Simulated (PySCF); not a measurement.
A GIAO shielding run with PySCF 2.14 (density fitting, non-relativistic, gas phase) on `[SiH3]CN[Si@@H]1C[SiH2][Si@@H]1P`, C$_{2}$H$_{14}$NPSi$_{4}$:

```
$ OMP_NUM_THREADS=1 python probes_run.py task.json out

{"job": {"kind": "nmr", "xc": "PBE0", "basis": "pcSseg-1"}, "charge": 0, "multiplicity": 1}
Si    -3.663784     0.108009     0.548637
C     -1.988426    -0.803965     0.641900
N     -0.830337     0.072226     0.686664
Si    -0.014284     0.659999    -0.708066
C      0.698496    -0.847306    -1.682021
Si     2.584242    -0.813352    -1.278812
Si     2.184907     1.230972    -0.158760
P      2.720859     1.615539     1.989699
H     -3.776362     0.988683     1.714851
H     -3.711005     0.904023    -0.677513
H     -4.732473    -0.891055     0.557753
H     -1.963854    -1.453932     1.524572
H     -1.866734    -1.452680    -0.226429
H     -0.854740     0.671722     1.498356
H     -0.855269     1.481626    -1.603803
H      0.235624    -1.791705    -1.401407
H      0.523984    -0.746865    -2.752111
H      3.396226    -0.852047    -2.503541
H      2.988958    -2.005064    -0.515787
H      2.727698     2.441070    -0.813331
H      2.195024     0.425942     2.455604
H      3.990841     1.077546     1.901125
```

Hardware: 1 thread of an Arm Neoverse V1, shared host. The job also computes population analyses, field gradients, ring-centre shieldings.

(1) How large is the calculation?

(2) How long does it take, and how much memory does it need?

Answers

(1) 104 electrons, 241 basis functions and 1367 auxiliary functions.

(2) 69 s of wall time, with 13 SCF cycles and 4 response iterations; peak memory 1.1 GiB. Times on a shared host scatter by some tens of per cent.
